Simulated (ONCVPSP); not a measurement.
Ce (Z = 58), ONCV: configuration errors across variants

* Element: Ce
* Generator: ONCVPSP 4.0.1
* Type: optimised norm-conserving Vanderbilt (ONCV)
* Functional: PBEsol
* Relativity: scalar-relativistic
* Frozen core: [Kr] 4d10 4f1
* Valence charge: 11
* Reference configuration: 5s2 5p6 5d1 6s2
* Partial waves: 5s+6s: rc 2.70 bohr, ncon 3, nbas 6, qcut 4.5 1/bohr, 2 projectors; 5p: rc 1.70 bohr, ncon 5, nbas 9, qcut 4.8 1/bohr, 1 projector; 5d: rc 2.80 bohr, ncon 5, nbas 9, qcut 3 1/bohr, 2 projectors, debl 3.3 Ha
* Local potential: polynomial inside 1.45 bohr (lpopt 5, dvloc0 4 Ha)
* Core correction: none

All-electron excitation energies from the reference (eV): (1) 5s2 5p6 5d1 6s1 6.103; (2) 5s2 5p6 5d1 6s0 17.141; (3) 5s2 5p6 5d0 6s0 36.278.

A true bound ghost makes a file unfit for plane-wave use even where its test errors are small: the radial tests pick states by their node count and pass the ghost by.

Errors AE − PS in meV (a dash: test not solved or not reliable):

| change | (1) | (2) | (3) | bound ghosts | GHOST(+) flags above zero |
| --- | --- | --- | --- | --- | --- |
| base | -2.0 | -7.0 | -24 | none | s |
| all radii scaled by about 0.80 (s 2.16, p 1.36, d 2.24 bohr); local potential polynomial inside 1.16 bohr (lpopt 5, dvloc0 4 Ha) | -1.7 | -3.9 | -24 | s | none |
| all radii scaled by about 0.84 (s 2.28, p 1.44, d 2.36 bohr); local potential polynomial inside 1.22 bohr (lpopt 5, dvloc0 4 Ha) | -1.9 | -4.7 | -26 | s | p |
| all radii scaled by about 0.93 (s 2.52, p 1.58, d 2.60 bohr); local potential polynomial inside 1.34 bohr (lpopt 5, dvloc0 4 Ha) | -1.9 | -6.0 | -26 | none | s |
| all radii scaled by about 1.09 (s 2.96, p 1.86, d 3.06 bohr); local potential polynomial inside 1.58 bohr (lpopt 5, dvloc0 4 Ha) | -2.2 | -8.4 | -17 | none | d |
| all radii scaled by about 1.18 (s 3.18, p 2.00, d 3.30 bohr); local potential polynomial inside 1.70 bohr (lpopt 5, dvloc0 4 Ha) | -2.4 | -10 | -6.1 | none | none |
| all radii scaled by about 1.23 (s 3.32, p 2.08, d 3.44 bohr); local potential polynomial inside 1.78 bohr (lpopt 5, dvloc0 4 Ha) | -2.6 | -11 | +11 | none | none |
| all radii scaled by about 1.31 (s 3.54, p 2.24, d 3.68 bohr); local potential polynomial inside 1.90 bohr (lpopt 5, dvloc0 4 Ha) | -2.2 | -13 | +27 | none | d |

**Question.** Give the same row for: all radii scaled by about 1.03 (s 2.78, p 1.76, d 2.88 bohr); local potential polynomial inside 1.50 bohr (lpopt 5, dvloc0 4 Ha).

**Answer.** -2.1, -7.4, -22; bound ghosts: none; GHOST(+) flags above zero: s, d.
